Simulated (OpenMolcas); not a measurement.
**InNH3Cl: a line through the functionals**

InNH3Cl: 6 atoms, total charge 0, spin state singlet. SMILES: `[NH2][InH][Cl]`. The coordinates come from a PBE0-D4/def2-TZVP relaxation.

The HOMO–LUMO gap y, in eV, basis def2-SVPD with a core potential; a is the functional's share of exact exchange. Programs: OpenMolcas 26.06.

| functional | program | a | y (eV) |
| --- | --- | --- | --- |
| TPSS | OpenMolcas | 0 | 4.44 |
| BLYP | OpenMolcas | 0 | 4.15 |
| B3LYP | OpenMolcas | 0.2 | 5.78 |
| PBE0 | OpenMolcas | 0.25 | ? |
| BHLYP | OpenMolcas | 0.5 | 8.19 |

Fit y = c + s·a to the known rows and predict PBE0.


1. Means of the 4 rows: a = 0.1750, y = 5.640.
2. Σ(Δa)² = 0.1675, Σ(Δa·Δy) = 1.303, so the slope is 1.303/0.1675 = 7.7791.
3. Intercept: 5.640 − (7.7791) × 0.1750 = 4.279. The largest residual of the fit is 0.16.
4. PBE0: 4.279 + (7.7791) × 0.25 = 6.22 eV.

The run gave 6.29 eV, so the prediction is off by -0.07 eV, within the largest residual. Exact exchange lowers occupied levels and raises empty ones. The rows mix families of semi-local functionals, which the line can't see.
